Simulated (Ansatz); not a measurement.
Ansatz (a first-principles code) input (RPA@PBE/cc-pVTZ):

Ansatz 0.2 input:
```yaml
crystal:
  periodic: [false, false, false]
  atoms:
    - {symbol: C, position_ang: [2.09156482, 0.29114724, -1.24652990]}
    - {symbol: C, position_ang: [1.27461040, -0.77018472, -0.51450809]}
    - {symbol: N, position_ang: [0.27801644, -0.20642291, 0.39546568]}
    - {symbol: C, position_ang: [0.82964956, 0.09993937, 1.70631757]}
    - {symbol: B, position_ang: [-1.05621839, 0.05121497, 0.03314982]}
    - {symbol: C, position_ang: [-2.07749883, 0.65468597, 1.09130017]}
    - {symbol: C, position_ang: [-1.59688256, -0.23646144, -1.42723265]}
    - {symbol: H, position_ang: [1.44303381, 0.90150990, -1.87684278]}
    - {symbol: H, position_ang: [2.84931511, -0.17374937, -1.88105246]}
    - {symbol: H, position_ang: [2.60259828, 0.95431752, -0.54645484]}
    - {symbol: H, position_ang: [0.77585412, -1.41247746, -1.23760588]}
    - {symbol: H, position_ang: [1.94224041, -1.41624010, 0.06438333]}
    - {symbol: H, position_ang: [1.69720830, 0.76186691, 1.62466198]}
    - {symbol: H, position_ang: [1.15666559, -0.81255836, 2.21681350]}
    - {symbol: H, position_ang: [0.09114240, 0.59494220, 2.32896983]}
    - {symbol: H, position_ang: [-2.09202186, 0.10208458, 2.03507711]}
    - {symbol: H, position_ang: [-3.09848391, 0.66764145, 0.70565677]}
    - {symbol: H, position_ang: [-1.82255099, 1.68988064, 1.34479609]}
    - {symbol: H, position_ang: [-2.35073091, -1.03154163, -1.38925901]}
    - {symbol: H, position_ang: [-0.86019173, -0.51741581, -2.17959333]}
    - {symbol: H, position_ang: [-2.12776229, 0.64586657, -1.79964199]}
basis:
  gaussian:
    orbitals: cc-pVTZ
hamiltonian:
  xc: pbe
magnetization: {spin_polarized: false}
correlation: {method: rpa, electrons: outside_noble_gas}
```

End of the output:

```
integrals: 2.04 GiB planned
2275 factors; integrals over basis functions are off by at most 1.3e-3 eV
0.58 GiB of the device are held for the grids
2.69 GiB of device memory are held for the factors and their scratch space
mean field: 3.92 GiB planned
mean field evaluation 1: about -7546.5815 eV, gradient 1.1e2 eV
mean field evaluation 2: about -7546.5683 eV, gradient 1.1e2 eV
mean field evaluation 4: about -7570.4766 eV, gradient 3.5e1 eV
mean field evaluation 8: about -7573.1679 eV, gradient 3.1e-1 eV
mean field evaluation 16: about -7573.1663 eV, gradient 2.1e-4 eV
mean field -7573.16630792 eV, -278.3087285397 hartree, gradient 5.5e-6 eV, S^2 0.000000; 0 other end points of the search recorded, 0 dependent functions left out
7 core orbitals not correlated
reference -7529.46916006 eV, -276.7028879748 hartree; 21, 21 occupied and 378, 378 virtual orbitals, 2275 factors
Total energy: -7584.75172062 eV, -278.7344846033 hartree
```
